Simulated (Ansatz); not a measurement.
Reaction (cleavage of the Si–Si bond): `O[SiH](O)[SiH](F)F` + `CN[SiH2]O` → `CN([SiH2]O)[SiH](F)F` + `O[SiH2]O`

Computed with Ansatz on PBE0-D4/def2-TZVP structures; ΔE is electronic, products minus reactants. CCSD(T)/CBS adds triple-zeta CCSD(T) − MP2 to the extrapolated MP2 energy (def2 sets, frozen cores). DFT in def2-TZVPP. Each species was taken in one conformer, which may not be the lowest.

CCSD(T)/CBS gives -28.0 kcal/mol.

**Question.** Another level gave -21.9 kcal/mol. Which?
A. HF/def2-TZVPP
B. SCS-MP2/def2-TZVPP
C. PBE-D4/def2-TZVPP
D. ωB97X-V/def2-TZVPP

**Answer.** C. PBE-D4 -21.9, ωB97X-V -26.2, HF/def2-TZVPP -28.7, SCS-MP2/def2-TZVPP -29.9 kcal/mol.

Largest T1 diagnostic among the species: 0.012.

From PBE to PBE0 (25 % exact exchange), in def2-TZVPP and without D4, ΔE moves by −2.2 kcal/mol. The D4 term adds −1.4 kcal/mol with B3LYP and −0.7 kcal/mol with PBE0; it sums over pairs of atoms, weighted by their polarisabilities, and B3LYP, whose exchange is more repulsive, gets the larger term.

B3LYP here is the variant with VWN-RPA as its local correlation; programs differ in this.
